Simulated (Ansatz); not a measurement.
FH3OSi2, relaxed with RKS PBE0-D4/def2-TZVP in Ansatz from a PBE-D4/def2-SVP geometry. The force threshold is 0.005 eV/Å; the program also tests the step.

Total charge 0; spin multiplicity 1. The bonds changed during the relaxation, so this is another structure than the one it started from.

Start:

```xyz
7

F    -0.164    1.321   -2.056
Si   -0.952    1.240   -0.610
O    -0.296   -0.036    0.263
Si    0.806   -1.174    0.770
H    -2.363    0.778   -0.941
H     2.206   -0.853    0.298
H     0.763   -1.276    2.276
```

```
        step  energy (eV)  largest force (eV/Å)  largest move (Å)
           1  -20559.6336                 1.158             0.000
           2  -20559.6985                 0.785             0.032
           3  -20559.7264                 0.122             0.043
           4  -20559.7271                 0.055             0.007
5 (rejected)  -20559.7270                 0.035             0.019
           6  -20559.7273                 0.043             0.009
7 (rejected)  -20559.7273                 0.035             0.012
           8  -20559.7275                 0.008             0.006
           9  -20559.7275                 0.010             0.007
          10  -20559.7275                 0.008             0.003
          11  -20559.7275                 0.018             0.002
          12  -20559.7275                 0.005             0.001
```

End:

```xyz
7

F    -0.148    1.272   -1.994
Si   -0.940    1.234   -0.591
O    -0.296   -0.014    0.278
Si    0.786   -1.105    0.765
H    -2.313    0.744   -0.951
H     2.159   -0.849    0.253
H     0.752   -1.280    2.240
```

Hardware: 2 threads of an Arm Neoverse V2 on a shared host. Wall time 37 s, peak host memory 0.31 GiB.
